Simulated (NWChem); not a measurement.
# bromine monochloride (BrCl); SMILES ClBr

Program: NWChem. Pople sets run with spherical d functions. Geometry: optimised at PBE0/def2-SVP. Total energies compare along this basis series because the functional is fixed.

| level | basis functions | energy (Ha) | highest occupied level (eV) | orbital gap (eV) | dipole (D) |
|---|---|---|---|---|---|
| B3LYP/STO-3G | 27 | -3001.1535 | -5.77 | 4.99 | 1.11 |
| B3LYP/3-21G | 35 | -3019.7532 | -7.99 | 4.20 | 1.01 |
| B3LYP/6-31G* | 50 | -3034.0408 | -8.12 | 4.25 | 0.57 |
| B3LYP/def2-SVP | 50 | -3033.9115 | ___ | 4.33 | 0.51 |
| B3LYP/def2-SVPD | 68 | -3033.9233 | -8.26 | 4.20 | 0.51 |
| B3LYP/def2-TZVP | 85 | -3034.3910 | -8.13 | 4.34 | 0.48 |
| B3LYP/aug-cc-pVTZ | 109 | -3034.4460 | -8.19 | 4.32 | 0.49 |

**Question.** Some entries are withheld; supply them.

**Answer.** 
- B3LYP/def2-SVP, highest occupied level (eV): -7.91
